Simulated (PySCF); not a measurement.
Computed shifts of a molecule C₄H₆S, PBE/pcSseg-1 (PySCF), GIAO, gas phase, equivalent atoms averaged, in ppm (number of nuclei): ¹³C: 140.8 (1), 126.8 (1), 45.8 (1), 43.5 (1). ¹H: 6.45 (1), 5.96 (1), 3.67 (1), 3.59 (1), 3.22 (2). References: ¹³C against TMS (σ = 182.0 ppm); ³³S against H2S (σ = 706.5 ppm); ¹H against TMS (σ = 31.49 ppm), references at their B3LYP-D3(BJ)/def2-TZVP geometries, non-relativistic. Geometry: PBE-D3(BJ)/def2-SVP. One conformer was computed; it need not be the lowest.

Question: Which molecule gave these data?
A. C1=CSCC1
B. C#C[C@H](C)S
C. C=C=CSC
D. C#CCSC

Answer: A, C1=CSCC1
